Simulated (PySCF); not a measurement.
BrOSn, multiplicity 2. Atoms are numbered in the order given.

```xyz
3

Sn     0.2838     0.8478     0.0000
O     -1.2177     1.9961     0.0000
Br    -0.1271    -1.6674     0.0000
```
Charge 0, spin multiplicity 2.

The structure is a stationary point at PBE-D3(BJ)/def2-TZVP. The def2 effective core potentials stand for the cores of Sn; spin–orbit coupling is left out.

All values below come from PBE-D3(BJ)/def2-TZVP (PySCF 2.14.0).

Frequencies are harmonic and unscaled.

| mode | ν (cm⁻¹) | IR (km/mol) | moving atoms (share of kinetic energy) |
|---|---|---|---|
| 1 | 97 | 8.6 | O 73 %, Sn 15 %, Br 12 % |
| 2 | 220 | 25.7 | Br 58 %, Sn 40 % |
| 3 | 640 | 4.0 | O 89 %, Sn 11 % |
